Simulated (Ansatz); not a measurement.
`S[SiH2][SiH2]CCl` + H₂ → `[SiH3][SiH2]CCl` + H₂S  (hydrogenolysis of the Si–S bond)

Computed with Ansatz on PBE0-D4/def2-TZVP structures; ΔE is electronic, products minus reactants. CBS: MP2 limit from def2 TZ/QZ plus the TZ coupled-cluster correction, frozen cores. This one scheme is used for every species. Functionals use def2-TZVPP. B3LYP here is the variant with VWN-RPA as its local correlation; programs differ in this. One conformer a species, not always the lowest.

(1) Is it downhill or uphill in electronic energy at CCSD(T)/CBS, and by how much? (An estimate is asked.)

(2) What do these levels give: PBE0-D4, ωB97X-V, ωB97M-V, PBE0, B3LYP, SCS-MP2/def2-QZVPP? (Best estimate.)

Largest T1 diagnostic among the species: 0.011.

## Answers

(1) Computed: Uphill: ΔE = +35.1 kJ/mol.

(2) Computed: PBE0-D4 36.2, ωB97X-V 30.5, ωB97M-V 32.7, PBE0 30.6, B3LYP 23.0, SCS-MP2/def2-QZVPP 35.0 kJ/mol.

In def2-TZVPP, CCSD(T) changes the Hartree–Fock value by +17.8 kJ/mol (the triples alone add +5.1 kJ/mol) and MP2 by +27.9 kJ/mol. The D4 term adds +10.1 kJ/mol with B3LYP and +5.5 kJ/mol with PBE0; it sums over pairs of atoms, weighted by their polarisabilities, and B3LYP, whose exchange is more repulsive, gets the larger term.
